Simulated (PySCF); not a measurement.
C₆ coefficients of unlike pairs at PBE0

Calculated with PySCF 2.14 from the dipole response of each species, C₆(A,B) = (3/π) ∫ α_A(iu) α_B(iu) du, in atomic units, from isotropic polarisabilities. For ions this is the dispersion term alone; charge-induced terms of lower order in 1/R come first.

| species | configuration | basis | relativity | α (bohr³) | C₆ (like pair) |
| --- | --- | --- | --- | --- | --- |
| Br⁺ | [Ar] 3d10 4s2 4p4 (3P) | aug-cc-pV5Z-PP with ECP10MDF (8s7p6d4f3g2h) | core potential | 12.57 | 77.89 |
| I³⁺ | [Kr] 4d10 5s2 5p2 (3P) | x2c-TZVPPall with one added diffuse shell each of s, p, d, f type (9s7p5d3f) | spin-free X2C | 10.09 | 56.98 |
| Xe | [Xe] (1S) | aug-cc-pVTZ-PP with ECP28MDF (6s5p4d2f) | core potential | 27.64 | 290.8 |
| Te³⁺ | [Kr] 4d10 5s2 5p1 (2P) | def2-TZVPPD with the def2 core potential (28 electrons) (7s6p4d2f) | core potential | 10.60 | 55.59 |

Question: Estimate C₆ for I³⁺ with Br⁺.

Answer: The integral gives 66.23. The combination rule 2 C_A C_B / (C_A α_B/α_A + C_B α_A/α_B) gives 66.49 and the geometric mean 66.62.

No spin-orbit coupling is included.

The other pairs:

| pair | C₆ |
| --- | --- |
| Xe, I³⁺ | 126.1 |
| Xe, Br⁺ | 149.5 |
| Te³⁺, Br⁺ | 65.54 |
| Te³⁺, Xe | 125.4 |
| Te³⁺, I³⁺ | 56.21 |
